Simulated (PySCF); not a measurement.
# Ionisation energy along the 13-electron series

Calculated with PySCF 2.14 and a two-component X2C-1e Hamiltonian (Gaussian nucleus, no Breit or QED terms), each ion in its own even-tempered basis scaled to its charge; GMP2 freezes 1s2 and drops the highest virtual spinors. Values in eV. NIST values: (m) measured, (s) semi-empirical, (t) theoretical.

```json
{"ion": "Cd³⁵⁺", "configuration": "[Ne] 3s2 3p1", "GHF (spin-free)": "2239.3", "GMP2 (spin-free)": "2239.7", "GHF (screened spin-orbit)": "2272.8", "GMP2 (screened spin-orbit)": "2273.1", "NIST": "2250 ± 10 (s)"}
{"ion": "In³⁶⁺", "configuration": "[Ne] 3s2 3p1", "GHF (spin-free)": "2360.0", "GMP2 (spin-free)": "2360.4", "GHF (screened spin-orbit)": "2396.9", "GMP2 (screened spin-orbit)": "2397.2", "NIST": "2373 ± 11 (s)"}
{"ion": "Sn³⁷⁺", "configuration": "[Ne] 3s2 3p1", "GHF (spin-free)": "2483.9", "GMP2 (spin-free)": "2484.3", "GHF (screened spin-orbit)": "2524.5", "GMP2 (screened spin-orbit)": "2524.8", "NIST": "2499 ± 11 (s)"}
```

Between Z = 48 and Z = 50 the GMP2 (screened spin-orbit) value grows as Z to the power 2.57.
